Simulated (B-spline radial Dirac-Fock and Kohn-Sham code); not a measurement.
**Relativistic shifts of the levels of Sm⁶⁺**

System: Sm⁶⁺ in the configuration [Kr] 4d10 4f4 5s2 5p4.

Both columns are ΔSCF binding energies of the configuration average from a radial atomic solver: non-relativistic Hartree-Fock with a point nucleus, and Dirac-Fock with a finite nucleus and the Coulomb interaction alone, averaged over the two j levels with weights 2j+1.

```
shell  Hartree-Fock (eV)  Dirac-Fock (eV)  shift (eV)  shift (%)
   1s            44521.6          47123.8    +2602.25      +5.84
   2s             7197.3           7861.9     +664.55      +9.23
   2p             6821.1           7029.6     +208.47      +3.06
   3s             1678.9           1832.4     +153.50      +9.14
   3p             1512.3           1564.9      +52.65      +3.48
   3d             1205.1           1190.9      -14.16      -1.17
   4s              418.2            453.9      +35.61      +8.52
   4d              233.0            229.2       -3.81      -1.64
   4f              97.92            93.01       -4.91      -5.01
   5s              118.8            125.5       +6.74      +5.67
   5p              98.31            99.94       +1.63      +1.66
```

Relativity binds 1s, 2s, 2p, 3s, 3p, 4s, 5s, 5p more strongly, among those listed most of all 2s in relative terms, and 3d, 4d, 4f more weakly, because the contracted s and p shells screen the nucleus better.

Values without a named source are computed, but for edge energies of neutral atoms, which are taken from tables.
